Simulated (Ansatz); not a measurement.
Cost and result for the atomization energy of CH6AlFSi, SMILES `[CH3][AlH][SiH2]F` (10 atoms, 9 bonds).

Z-matrix (Å, degrees):
```
C
Al 1 1.950
H 1 1.095 2 110.6
H 1 1.096 2 110.3 3 -117.0
H 1 1.092 2 113.2 3 121.7
Si 2 2.472 1 120.6 3 56.0
H 2 1.593 1 122.0 3 -124.1
F 6 1.617 2 110.8 1 -0.3
H 6 1.493 2 113.1 1 -120.1
H 6 1.493 2 113.1 1 119.4
```

Charge 0, multiplicity 1. The structure was optimised at the PBE0-D4/def2-TZVP level. It is one conformer, not always the lowest. Program: Ansatz. All runs use 2 threads of an Arm Neoverse V2 on a shared host. Times are those of one run each, without the atoms' runs, and a repeat can differ threefold. Electronic energies, without spin–orbit coupling; frozen cores. CCSD(T)/CBS adds CCSD(T) − MP2 in def2-TZVPP to the MP2 limit, and its time is that of the two runs behind it. T1 = 0.011. B3LYP takes the VWN-RPA correlation (the form of Gaussian; ORCA's B3LYP/G). HSE06 is the plane-wave form, built on full-range PBE exchange.

CCSD(T)/CBS is a level of theory with its own doubt, some kJ/mol a heavy atom from the limit and from the frozen cores, so smaller differences don't rank the functionals.

```tsv
level	functions	wall time	atomization (kcal/mol)	difference from CCSD(T)/CBS	per bond
LDA (SPW92)/def2-TZVPP	230	1.6 s	872.0	85.2	9.5
PBE-D4/def2-TZVPP (with forces)	230	3.2 s	783.5	-3.3	-0.4
CCSD(T)/def2-SVP	94	3.3 s	736.2	-50.6	-5.6
HSE06-D4/def2-TZVPP	230	4.1 s	777.2	-9.6	-1.1
CAM-B3LYP-D4/def2-TZVPP	230	4.2 s	787.1	0.3	0.0
B3LYP-D4/def2-TZVPP (with forces)	230	6 s	782.3	-4.5	-0.5
B2PLYP/def2-TZVPP	230	6.5 s	774.8	-12.0	-1.3
PBE-QIDH/def2-TZVPP	230	6.5 s	776.0	-10.8	-1.2
ωB97X-V/def2-TZVPP	230	11 s	788.4	1.6	0.2
ωB97M-V/def2-TZVPP (with forces)	230	15 s	784.4	-2.4	-0.3
MP2/def2-QZVPP	434	23 s	783.4	-3.4	-0.4
CCSD(T)/def2-TZVPP	230	100 s	766.8	-20.0	-2.2
CCSD(T)/CBS(def2)	–	2.1 min	786.8	0.0	0.0
```

The D4 term adds +6.3 kcal/mol with B3LYP and +3.3 kcal/mol with PBE0; it sums over pairs of atoms, weighted by their polarisabilities, and B3LYP, whose exchange is more repulsive, gets the larger term. In def2-TZVPP, CCSD(T) changes the Hartree–Fock value by +167.6 kcal/mol (the triples alone add +7.7 kcal/mol) and MP2 by +172.1 kcal/mol; breaking electron pairs costs correlation energy, which Hartree–Fock lacks. From PBE to PBE0 (25 % exact exchange), in def2-TZVPP and without D4, the atomization energy moves by −6.1 kcal/mol: exact exchange takes away binding that semilocal exchange gives to molecules.
